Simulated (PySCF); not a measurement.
# Relaxation of triplet ClMoN

All numbers come from UPBE0/[Mo def2-TZVP with ECP28, N def2-TZVP, Cl def2-TZVP], scalar-relativistic core potentials, density fitting, no spin–orbit coupling, PySCF. A (50,194) grid was used.

A start displaced from a saddle point along its imaginary mode, of Cs symmetry, held to at least that symmetry:

```xyz
3
charge 0 multiplicity 3, angstrom
Mo    0.0007    0.0597   -0.4220
N    -0.0028   -0.2500   -2.0401
Cl   -0.0008   -0.0669    1.9984
```

Optimiser trace:
```tsv
step	E − E(last) (kJ/mol)	largest gradient (Eh/bohr)
0	36.41	0.03187
1	32.30	0.00864
2	28.53	0.01060
3	23.00	0.00847
4	17.36	0.01352
5	12.38	0.02762
6	8.20	0.03546
7	2.77	0.01972
8	0.37	0.00793
9	0.02	0.00265
10	0.02	0.00178
11	0.00	0.00012
12	0.00	0.00002
```

It ends at Cs with Mo–Cl 2.307 Å, Mo–N 1.613 Å; Cl–Mo–N 116.4°. A frequency run shows a minimum.

Final geometry:
Coordinates in bohr (charge 0 multiplicity 3):
```
Mo    0.0065    0.5740   -0.7510
N    -0.0168   -1.4713   -3.0112
Cl   -0.0116   -1.0173    3.3080
```

With open d or f shells other occupations or spin states may lie lower.
